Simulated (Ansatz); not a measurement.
An input meant for (H3Sn)2NH (Sn₂NH₇) (charge 0, singlet; scaled by 1.25).

```yaml
crystal:
  periodic: [false, false, false]
  atoms:
    - {symbol: Sn, position_ang: [0.036987, 2.188725, -0.629336]}
    - {symbol: H, position_ang: [-1.021116, 3.187812, 0.960905]}
    - {symbol: H, position_ang: [2.143183, 2.246869, -0.258393]}
    - {symbol: H, position_ang: [-0.476264, 3.082626, -2.508394]}
    - {symbol: N, position_ang: [-0.552034, -0.294992, -0.806472]}
    - {symbol: Sn, position_ang: [0.227157, -2.118322, 0.810017]}
    - {symbol: H, position_ang: [-0.922553, -2.165953, 2.632292]}
    - {symbol: H, position_ang: [0.036750, -3.997274, -0.204325]}
    - {symbol: H, position_ang: [2.269253, -1.641937, 1.235145]}
    - {symbol: H, position_ang: [-1.741364, -0.487553, -1.231437]}
basis:
  gaussian: {orbitals: def2-SVP, final_grid: {core_spheres: 1, valence_spheres: 1, degree: 3}}
hamiltonian: {xc: {name: PBE}}
scf: {omitted_lower_state_checks: [starts]}
```

```sh
$ ansatz run in.yaml --threads 4 --pin off --events-out ev --progress --plain --max-ram 3916MiB
```

Output, abridged:

```
Functional definition: PBE
1160 factors; their error is unknown
mean field evaluation 1: about -13242.4133 eV, gradient 7.1e1 eV
mean field evaluation 2: about -13111.6884 eV, gradient 1.4e2 eV
mean field evaluation 4: about -13248.7398 eV, gradient 4.6e1 eV
mean field evaluation 8: about -13255.1264 eV, gradient 3.4e0 eV
mean field evaluation 16: about -13297.2139 eV, gradient 6.7e1 eV
mean field -13310.96907997 eV, -489.1690911899 hartree, gradient 2.5e-5 eV, S^2 0.000000; 0 other end points of the search recorded, 0 dependent functions left out
reference -13310.96941018 eV, -489.1691033250 hartree; 29, 29 occupied and 72, 72 virtual orbitals, 1160 factors
Total energy: -13310.96941018 eV, -489.1691033250 hartree
Checks for a lower state left out: starts
```

In this input the integration grid is far too coarse. The run converged. The result belongs to that input, not to the species as meant.

In the def2 sets Sn takes a core potential; there is no spin–orbit coupling.
